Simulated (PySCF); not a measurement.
Delta-SCF ions had no search for a lower state. Excitations are Tamm–Dancoff values on a coarser integration grid. The basis has no diffuse functions, so Rydberg states are missing or too high.

Cartesian coordinates (Å):
```xyz
6

O     -0.5487    -1.1053    -0.0371
B      0.3529    -0.0961    -0.0071
O      0.0893     1.2304     0.0463
I      2.4203    -0.6594    -0.0488
H     -1.4721    -0.8386    -0.0179
H     -0.8417     1.4690     0.0645
```
Charge 0, spin multiplicity 1.

Question: What is the computed HOMO–LUMO gap, vertical ionisation energy (Delta-SCF) and S1 excitation (TDA) (PBE0-D3(BJ)/def2-TZVP (PySCF))?

Answer: 
| Property | Result |
|---|---|
| HOMO–LUMO gap | 7.00 eV |
| vertical ionisation energy (Delta-SCF) | 9.68 eV |
| S1 excitation (TDA) | 5.94 eV |
